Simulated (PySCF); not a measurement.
From computed data to an observable: oscillator strength and radiative lifetime

F₂H₂NOTa, SMILES [NH]=[Ta]([OH])([F])[F], multiplicity 1.

Geometry: B3LYP-D3(BJ)/def2-SVP. The spin state was assumed, not searched. The structure was generated by enumeration; whether it is a known compound was not checked. The def2 effective core potentials stand for the cores of Ta; spin–orbit coupling is left out. One conformer was computed; it need not be the lowest.

TDDFT-PBE/def2-SVPD (PySCF 2.14.0) puts the first singlet state with f over 0.02 at 5.54 eV (vertical), with the transition dipole (0.007, 0.393, 0.000) in atomic units.

Task: Find the oscillator strength, the wavelength and the radiative lifetime that this transition would have in vacuum if emission retraced absorption.

Result: 
|μ|² = 0.1545 au, so |μ| = 1.00 D. ΔE = 5.54/27.211 = 0.2036 hartree. f = (2/3) ΔE |μ|² = 0.021 (the program prints 0.021).
λ = 1239.84/5.54 = 224 nm; ν = 44683 cm⁻¹.
Einstein's coefficient A = 0.6670 ν² f s⁻¹ (ν in cm⁻¹) = 2.8e7 s⁻¹, so τ = 1/A = 36 ns. This state is S4; the lower singlets have f = 0.002, 0.001, 0.001. The figure is the radiative limit of this one transition; relaxation, internal conversion, crossing to triplets and a medium change what is measured.
